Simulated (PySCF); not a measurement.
## A small calculation by hand: oscillator strength and radiative lifetime

NbOCl2, SMILES [O]=[Nb+]([Cl])[Cl], charge +1, multiplicity 1.

The structure is a stationary point at B3LYP-D3(BJ)/def2-SVP. The spin state was assumed, not searched. The isomer is the one that the SMILES or the coordinates give; other isomers of the formula were not compared. The def2 effective core potentials stand for the cores of Nb; spin–orbit coupling is left out.

TDDFT-M06-2X/def2-SVPD (PySCF) puts the first singlet state with f over 0.02 at 4.20 eV (vertical), with the transition dipole (0.000, 0.000, 0.461) in atomic units.

Find the oscillator strength, the wavelength and the radiative lifetime that this transition would have in vacuum if emission retraced absorption.


|μ|² = 0.2125 au, so |μ| = 1.17 D. ΔE = 4.20/27.211 = 0.1543 hartree. f = (2/3) ΔE |μ|² = 0.022 (the program prints 0.022).
λ = 1239.84/4.20 = 295 nm; ν = 33875 cm⁻¹.
Einstein's coefficient A = 0.6670 ν² f s⁻¹ (ν in cm⁻¹) = 1.7e7 s⁻¹, so τ = 1/A = 60 ns. This state is S3; the lower singlets have f = 0.001, 0.002. The figure is the radiative limit of this one transition; relaxation, internal conversion, crossing to triplets and a medium change what is measured.
